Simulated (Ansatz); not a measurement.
Stepwise reaction of `C[O][Ga]([OH])[O]C` with hydrogen sulfide, as a gas-phase model of exchange steps in deposition or etching. ΔE in kJ/mol.

Isolated molecules relaxed with PBE0-D4/def2-TZVP in Ansatz; ΔE leaves out vibrations. CBS: MP2 limit from def2 TZ/QZ plus the TZ coupled-cluster correction, frozen cores. This one scheme is used for every species. Functionals use def2-TZVPP. B3LYP here is the variant with VWN-RPA as its local correlation; programs differ in this. For Ga outer-core shells are correlated without core-valence functions, which leaves a few kJ/mol of doubt a bond. Scalar relativity is left out up to krypton. Each species was taken in one conformer, which may not be the lowest.

| step | reaction | PBE-D4 | B3LYP-D4 | ωB97M-V | CCSD(T)/CBS |
| --- | --- | --- | --- | --- | --- |
| 1 | `C[O][Ga]([OH])[O]C` + H₂S → `C[O][Ga]([OH])[SH]` + CH₃OH | -47.4 | -40.2 | -42.2 | -40.7 |

**Question.** Give the row of step 2, `C[O][Ga]([OH])[SH]` + H₂S → `[OH][Ga]([SH])[SH]` + CH₃OH. (Best estimate.)

**Answer.** Ansatz gave: 
```csv
step,reaction,PBE-D4,B3LYP-D4,ωB97M-V,CCSD(T)/CBS
2,`C[O][Ga]([OH])[SH]` + H₂S → `[OH][Ga]([SH])[SH]` + CH₃OH,-39.4,-33.2,-34.9,-34.1
```

**Question.** By hand: ΔE of the 2 steps together at CCSD(T)/CBS.

**Answer.** (-40.7) + (-34.1) = -74.8 kJ/mol, or -37.4 kJ/mol a step.

In ΔE each step is higher than the one before. All are downhill at CCSD(T)/CBS. PBE-D4 differs from CCSD(T)/CBS by -6.7 to -5.3 kJ/mol a step. Isolated molecules leave out the surface, adducts and barriers. Largest T1 diagnostic: 0.014.
